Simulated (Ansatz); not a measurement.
(FSi)4CH26 adamantane (C6H12F4Si4) was relaxed with PBE0-D4 (def2-SVP) in Ansatz in these states: charge +1 doublet, neutral singlet. The geometries follow in no particular order.

A:

```xyz
26

Si   -0.032   -1.796    0.381
F    -0.490   -3.302    0.738
C     0.918   -0.948    1.709
Si    1.118    0.878    1.303
F     2.007    1.594    2.443
C     1.869    1.068   -0.393
Si    0.845    0.244   -1.715
F     1.501    0.411   -3.180
C     0.647   -1.584   -1.316
C    -0.894    0.963   -1.714
Si   -1.629    0.846   -0.032
F    -3.204    1.190    0.039
C    -1.916   -1.095    0.401
C    -0.620    1.599    1.310
H     1.910   -1.438    1.760
H     0.441   -1.079    2.695
H     1.979    2.142   -0.627
H     2.888    0.640   -0.395
H     0.015   -2.083   -2.070
H     1.633   -2.086   -1.334
H    -0.862    2.037   -1.979
H    -1.524    0.462   -2.468
H    -2.383   -1.224    1.391
H    -2.542   -1.590   -0.359
H    -0.581    2.687    1.114
H    -1.095    1.464    2.297
```

B:

Cartesian coordinates in Å:
```
Si 0.3476 -1.3406 1.2687
F 0.6497 -2.5058 2.3714
C -1.4868 -0.9771 1.2174
Si -1.8433 0.3578 -0.0438
F -3.4454 0.6687 -0.0818
C -0.9077 1.9089 0.4232
Si 0.9300 1.5627 0.4696
F 1.7385 2.9210 0.8778
C 1.2698 0.2208 1.7280
C 1.4868 0.9769 -1.2175
Si 0.5657 -0.5799 -1.6945
F 1.0572 -1.0839 -3.1674
C 0.9079 -1.9089 -0.4232
C -1.2699 -0.2208 -1.7279
H -1.8319 -0.6520 2.2143
H -2.0431 -1.8947 0.9585
H -1.1197 2.7083 -0.3081
H -1.2462 2.2671 1.4110
H 2.3535 0.0159 1.7734
H 0.9557 0.5598 2.7306
H 1.3022 1.7657 -1.9673
H 2.5730 0.7803 -1.2058
H 0.3789 -2.8372 -0.7005
H 1.9876 -2.1378 -0.4026
H -1.4860 0.5545 -2.4835
H -1.8239 -1.1298 -2.0200
```

Question: Judge from the bond lengths which geometry belongs to which state (an estimate).

Answer: A is the charge +1 doublet (Si1–C13 2.010 Å, Si11–C13 2.009 Å, Si1–C9 1.840 Å); B is the neutral singlet (Si1–C13 1.871 Å, Si11–C13 1.871 Å, Si1–C9 1.871 Å).
